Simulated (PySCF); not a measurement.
## Spinor energies of N³⁺ (nitrogen, charge +3)

Start: [He] 2s2. Calculated with PySCF 2.14 in x2c-TZVPPall-2c with one added diffuse shell each of s, p, d type (6s4p3d1f, 40 functions): generalised Hartree-Fock with the X2C-1e Hamiltonian and a Gaussian nucleus; spin-orbit coupling (SO) screened by Boettger's factors.

| spinor shell | electrons | ε, screened SO (eV) | weight of nominal j (screened SO) | rms radius, screened SO (bohr) |
| --- | --- | --- | --- | --- |
| 1s1/2 | 2 | -493.40 | 1.000 | 0.263 |
| 2s1/2 | 2 | -75.323 | 1.000 | 1.20 |

```
   quantity  screened SO
E (hartree)    -51.11038
        M_J            0
       ⟨J²⟩        0.000
       ⟨L²⟩        0.000
       ⟨S²⟩        0.000
```
